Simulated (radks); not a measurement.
The numbers below are computed, except where a source is named.
Spherical quantum dot in the effective-mass picture: electrons in a hard-walled sphere of radius 7.5, with a point charge +1 (a donor) at the centre, all in effective atomic units (hartree* = m*/eps^2 hartree, bohr* = eps/m* bohr), one dielectric constant everywhere. Level of theory: non-relativistic Kohn-Sham, PBEsol, spin-polarised, spherical densities (a radial shooting solver with Libxc functionals). Levels are named by radial order and angular momentum (1s, 1p, 1d, 2s, ...), and open shells are averaged over m. Results are scaled to m* = 0.06 and eps = 14.1, for which hartree* = 8.212 meV and bohr* = 12.44 nm.

N = 3, configuration 1s2 1p(up 1, down 0). This is the lowest configuration that the search found. Occupied and some empty levels:

level,occupation,eigenvalue (meV),<r> (nm)
1s up,1,2.3383,33.28
1s down,1,2.3724,28.72
1p up,1,3.4610,57.08
1p down,0,3.7487,56.23
2s up,0,3.7808,47.12
2s down,0,3.9654,50.57
1d up,0,4.3465,61.66
1d down,0,4.6623,61.48
1f up,0,5.4371,64.73
1f down,0,5.7602,64.78

Energy (meV): total -1.24081, kinetic 5.4730, external -12.913, Hartree 10.794, exchange-correlation -4.5948.
